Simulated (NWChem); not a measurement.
The numbers come from NWChem runs, not from measurements. System: CH7BO, charge 0, spin multiplicity 1, at a geometry optimised with B3LYP/def2-SVP. The structure started from a generated list of species. Level: MP2/aug-cc-pVDZ, 3 core orbitals frozen.

Input file:

```
start mol
memory heap 200 mb stack 900 mb global 1100 mb
geometry units angstroms nocenter noautoz noautosym
  B     -1.282449    -0.291029    -0.610096
  H     -1.731704    -0.749967     0.430853
  H     -1.585275     0.866468    -0.829838
  H     -1.347787    -1.038617    -1.568943
  C      0.799201     0.513223     0.810331
  O      0.360404    -0.213781    -0.346900
  H      0.365874     0.084677     1.727303
  H      0.437184     1.540347     0.683752
  H      1.898073     0.504717     0.850889
  H      0.697443    -1.121573    -0.330315
end
basis spherical
  * library aug-cc-pvdz
end
scf
  rhf
  nopen 0
  maxiter 100
  thresh 1e-7
  semidirect memsize 60000000 filesize 0
end
mp2
  freeze core 3
end
task mp2 energy
```

NWChem printed:

```
             Northwest Computational Chemistry Package (NWChem) 7.3.0
             --------------------------------------------------------

                                NWChem Input Module
                                -------------------

 Scaling coordinates for geometry "geometry" by  1.889725989
 (inverse scale =  0.529177249)

                             Geometry "geometry" -> ""
                             -------------------------

 Output coordinates in angstroms (scale by  1.889725989 to convert to a.u.)

  No.       Tag          Charge          X              Y              Z
 ---- ---------------- ---------- -------------- -------------- --------------
    1 B                    5.0000    -1.28244900    -0.29102900    -0.61009600
    2 H                    1.0000    -1.73170400    -0.74996700     0.43085300
    3 H                    1.0000    -1.58527500     0.86646800    -0.82983800
    4 H                    1.0000    -1.34778700    -1.03861700    -1.56894300
    5 C                    6.0000     0.79920100     0.51322300     0.81033100
    6 O                    8.0000     0.36040400    -0.21378100    -0.34690000
    7 H                    1.0000     0.36587400     0.08467700     1.72730300
    8 H                    1.0000     0.43718400     1.54034700     0.68375200
    9 H                    1.0000     1.89807300     0.50471700     0.85088900
   10 H                    1.0000     0.69744300    -1.12157300    -0.33031500

 Effective nuclear repulsion energy (a.u.)      80.4535880427

            Nuclear Dipole moment (a.u.)
            ----------------------------
        X                 Y               Z
 ---------------- ---------------- ----------------
     0.0000018897    -0.0000056692     0.0000132281


 Summary of "ao basis" -> "" (spherical)
 ------------------------------------------------------------------------------
       Tag                 Description            Shells   Functions and Types
 ---------------- ------------------------------  ------  ---------------------
 *                        aug-cc-pvdz                 on all atoms

 Summary of "ao basis" -> "ao basis" (spherical)
 ------------------------------------------------------------------------------
       Tag                 Description            Shells   Functions and Types
 ---------------- ------------------------------  ------  ---------------------
 B                        aug-cc-pvdz                9       23   4s3p2d
 H                        aug-cc-pvdz                5        9   3s2p
 C                        aug-cc-pvdz                9       23   4s3p2d
 O                        aug-cc-pvdz                9       23   4s3p2d

                                 NWChem SCF Module
                                 -----------------

  ao basis        = "ao basis"
  functions       =   132
  atoms           =    10
  closed shells   =    13
  open shells     =     0
  charge          =   0.00
  wavefunction    = RHF
  use symmetry    = F
  symmetry adapt  = F

 Summary of "ao basis" -> "ao basis" (spherical)
 ------------------------------------------------------------------------------
       Tag                 Description            Shells   Functions and Types
 ---------------- ------------------------------  ------  ---------------------
 B                        aug-cc-pvdz                9       23   4s3p2d
 H                        aug-cc-pvdz                5        9   3s2p
 C                        aug-cc-pvdz                9       23   4s3p2d
 O                        aug-cc-pvdz                9       23   4s3p2d

 Forming initial guess at       0.0s

      Superposition of Atomic Density Guess
      -------------------------------------

 Sum of atomic energies:        -140.46231179

      Non-variational initial energy
      ------------------------------

 Total energy =    -141.979783
 1-e energy   =    -348.114798
 2-e energy   =     125.681426
 HOMO         =      -0.372839
 LUMO         =       0.011501

 Starting SCF solution at       4.4s

 ----------------------------------------------
         Quadratically convergent ROHF

 Convergence threshold     :          1.000E-07
 Maximum no. of iterations :          100
 Final Fock-matrix accuracy:          1.000E-09
 ----------------------------------------------

              iter       energy          gnorm     gmax       time
             ----- ------------------- --------- --------- --------
                 1     -141.4190038373  7.36D-01  1.06D-01      4.8
                 2     -141.4618577660  2.07D-01  3.75D-02      5.3
                 3     -141.4653102554  1.68D-02  2.12D-03      6.7
                 4     -141.4653357365  1.17D-04  2.02D-05      9.0
                 5     -141.4653357382  1.04D-08  1.43D-09     12.7

       Final RHF  results
       ------------------

         Total SCF energy =   -141.465335738206
      One-electron energy =   -350.439586828618
      Two-electron energy =    128.520663047751
 Nuclear repulsion energy =     80.453588042661

        Time for solution =      8.3s

             Final eigenvalues
             -----------------

              1
    1  -20.6581
    2  -11.3248
    3   -7.5609
    4   -1.4517
    5   -0.9817
    6   -0.7870
    7   -0.7293
    8   -0.6744
    9   -0.6019
   10   -0.5582
   11   -0.5245
   12   -0.4280
   13   -0.4187
   14    0.0235
   15    0.0429
   16    0.0487
   17    0.0535
   18    0.0683
   19    0.0746
   20    0.0760
   21    0.0974
   22    0.1107
   23    0.1201

                       ROHF Final Molecular Orbital Analysis
                       -------------------------------------

 Vector   11  Occ=2.000000D+00  E=-5.244963D-01
              MO Center=  1.6D-01,  4.7D-02,  7.0D-02, r^2= 2.8D+00
   Bfn.  Coefficient  Atom+Function         Bfn.  Coefficient  Atom+Function
  ----- ------------  ---------------      ----- ------------  ---------------
     3      0.661032   1 B  s                78      0.374896   6 O  px
    81      0.285982   6 O  px               97      0.221406   7 H  s
    55     -0.210352   5 C  px              115     -0.210808   9 H  s
    80     -0.188789   6 O  pz              116     -0.185605   9 H  s
    25     -0.175994   2 H  s                98      0.175335   7 H  s

 Vector   12  Occ=2.000000D+00  E=-4.279706D-01
              MO Center= -1.3D+00, -2.5D-01, -9.8D-01, r^2= 1.8D+00
   Bfn.  Coefficient  Atom+Function         Bfn.  Coefficient  Atom+Function
  ----- ------------  ---------------      ----- ------------  ---------------
     9      0.376618   1 B  py                6      0.346107   1 B  py
    42     -0.338204   4 H  s                33      0.295636   3 H  s
    10      0.219862   1 B  pz                7      0.177553   1 B  pz

 Vector   13  Occ=2.000000D+00  E=-4.186522D-01
              MO Center= -1.4D+00, -3.6D-01, -2.6D-01, r^2= 1.9D+00
   Bfn.  Coefficient  Atom+Function         Bfn.  Coefficient  Atom+Function
  ----- ------------  ---------------      ----- ------------  ---------------
    24      0.362996   2 H  s                10      0.345374   1 B  pz
     7      0.329379   1 B  pz                9     -0.222402   1 B  py
    33     -0.214139   3 H  s                 6     -0.177341   1 B  py

 Vector   14  Occ=0.000000D+00  E= 2.352092D-02
              MO Center=  2.3D+00, -7.1D-01,  7.0D-01, r^2= 1.4D+01
   Bfn.  Coefficient  Atom+Function         Bfn.  Coefficient  Atom+Function
  ----- ------------  ---------------      ----- ------------  ---------------
    54      2.971540   5 C  s                 4      2.233871   1 B  s
   117     -2.133959   9 H  s               126     -1.236593  10 H  s
    77     -1.049780   6 O  s                35     -1.020701   3 H  s
    61      0.619433   5 C  px               53      0.607859   5 C  s
    99     -0.515742   7 H  s                 9      0.484327   1 B  py

 Vector   15  Occ=0.000000D+00  E= 4.286828D-02
              MO Center=  7.8D-01,  2.3D-01,  8.7D-01, r^2= 2.0D+01
   Bfn.  Coefficient  Atom+Function         Bfn.  Coefficient  Atom+Function
  ----- ------------  ---------------      ----- ------------  ---------------
    54      2.748205   5 C  s                35      2.326822   3 H  s
     4     -2.235131   1 B  s               108     -2.017257   8 H  s
   126      1.780439  10 H  s                77     -1.168806   6 O  s
    12     -1.014329   1 B  py               44     -0.905235   4 H  s
    99     -0.864648   7 H  s               107     -0.654090   8 H  s

 Vector   16  Occ=0.000000D+00  E= 4.870488D-02
              MO Center=  3.2D-01, -4.8D-01,  1.6D+00, r^2= 2.2D+01
   Bfn.  Coefficient  Atom+Function         Bfn.  Coefficient  Atom+Function
  ----- ------------  ---------------      ----- ------------  ---------------
    99      4.022834   7 H  s               117     -3.576139   9 H  s
     4     -3.175981   1 B  s                35      2.404184   3 H  s
    61      1.562662   5 C  px               26     -1.304668   2 H  s
    44      1.279053   4 H  s                 3      1.035490   1 B  s
    25     -0.996156   2 H  s                13      0.973002   1 B  pz

 center of mass
 --------------
 x =  -0.00163855 y =  -0.01551016 z =  -0.06442097

 moments of inertia (a.u.)
 ------------------
         116.713933854004         -35.784564375589         -69.360341537121
         -35.784564375589         218.591463181331         -38.302035740094
         -69.360341537121         -38.302035740094         181.546286606881

  Mulliken analysis of the total density
  --------------------------------------

    Atom       Charge   Shell Charges
 -----------   ------   -------------------------------------------------------
    1 B    5     5.79   2.01  0.55  0.28 -0.13  1.50  1.35  0.04  0.10  0.10
    2 H    1     0.76   0.76 -0.09  0.02  0.01  0.05
    3 H    1     0.75   0.76 -0.09  0.01  0.01  0.05
    4 H    1     0.73   0.76 -0.11  0.01  0.01  0.05
    5 C    6     5.13   2.01  0.66  0.18  0.03  1.95  0.31 -0.02  0.10 -0.08
    6 O    8     8.71   2.00  0.81  0.95  0.15  2.85  1.86  0.03  0.01  0.04
    7 H    1     1.06   0.76  0.30  0.01  0.03 -0.04
    8 H    1     1.11   0.76  0.34  0.01  0.03 -0.03
    9 H    1     1.18   0.76  0.41  0.00  0.03 -0.04
   10 H    1     0.78   0.71 -0.03  0.00  0.08  0.02

       Multipole analysis of the density wrt the origin
       ------------------------------------------------

     L   x y z        total         open         nuclear
     -   - - -        -----         ----         -------
     0   0 0 0     -0.000000      0.000000     26.000000

     1   1 0 0      1.688198      0.000000      0.000002
     1   0 1 0     -0.078299      0.000000     -0.000006
     1   0 0 1      0.860719      0.000000      0.000013

     2   2 0 0    -18.338535      0.000000     88.695831
     2   1 1 0     -1.333803      0.000000     21.126049
     2   1 0 1     -0.430591      0.000000     42.128498
     2   0 2 0    -15.277267      0.000000     30.903783
     2   0 1 1      0.628661      0.000000     23.437367
     2   0 0 2    -17.544993      0.000000     51.365048

                   NWChem MP2 Semi-direct Energy/Gradient Module
                   ---------------------------------------------

  Basis functions       =    132
  Molecular orbitals    =    132
  Frozen core           =      3
  Frozen virtuals       =      0
  Active alpha occupied =     10
  Active beta occupied  =     10
  Active alpha virtual  =    119
  Active beta virtual   =    119
  Use MO symmetry       = F
  Use skeleton AO sym   = F

  AO/Fock/Back tols     =   1.0D-09  1.0D-09  1.0D-09

 GA uses MA = F    GA memory limited = T

 Available:
  local mem=  1.26D+08
 global mem=  1.44D+08
 local disk=  0.00D+00
  mp2_memr nvloc                   119
  nvloc new                   119
   1 passes of  10:        3145728                      65889                  35545640.
   1 passes of  10: M    126152190           G      144144352           F     123006462.

 Semi-direct pass number   1 of   1  for RHF alpha+beta  at       12.8s
  vrange nnbf                  8778
  mp2_eaftype                   135  avail_ma_in_mb                  1099
 EAF : mp2_eaftype filesize         135   17772820.
  mp2_eaf for mointskh                    135
Node 0 wrote     83.6 Mb in      0.0 s     Agg I/O rate:  2007.1 Mb/s
 Done moints_semi at       22.0s
  mp2_eaftype                   135  avail_ma_in_mb                   964
 EAF : mp2_eaftype filesize         135   17772820.
  mp2_eaf for kh                   135
 Done maket at       22.4s
 Done multipass loop at       22.4s

          -------------------------------------------
          SCF energy                -141.465335738206
          Correlation energy          -0.472628125806
          Singlet pairs               -0.317251779092
          Triplet pairs               -0.155376346713
          Total MP2 energy          -141.937963864012
          -------------------------------------------

          ---------------------------------------------------
                    Spin Component Scaled (SCS) MP2
          Same spin pairs                     -0.103584231142
          Same spin scaling factor             0.333333333333
          Opposite spin pairs                 -0.369043894663
          Opposite spin scaling fact.          1.200000000000
          SCS-MP2 correlation energy          -0.477380750643
          Total SCS-MP2 energy              -141.942716488850
          ---------------------------------------------------

 -----------------------
 Performance information
 -----------------------

 Timer overhead =  1.99D-07 seconds/call

               Nr. of calls         CPU time (s)                 Wall time (s)                GFlops
             ---------------    -------------------     ------------------------------   -------------------
Name         Min   Avg   Max    Min     Avg     Max     Min     Avg     Max   Mx/calls   Min     Max     Sum
mp2: moin     1     1     1    9.3     9.3     9.3      9.3     9.3     9.3     9.3      0.0     0.0     0.0
mp2: make     1     1     1   0.35    0.35    0.35     0.35    0.35    0.35    0.35      0.0     0.0     0.0
mp2: tota     1     1     1    9.6     9.6     9.6      9.6     9.6     9.6     9.6      0.0     0.0     0.0

 The average no. of pstat calls per process was 3.00D+00
 with a timing overhead of 5.97D-07s

 Task  times  cpu:       22.3s     wall:       22.3s

 Total times  cpu:       22.4s     wall:       22.4s
```
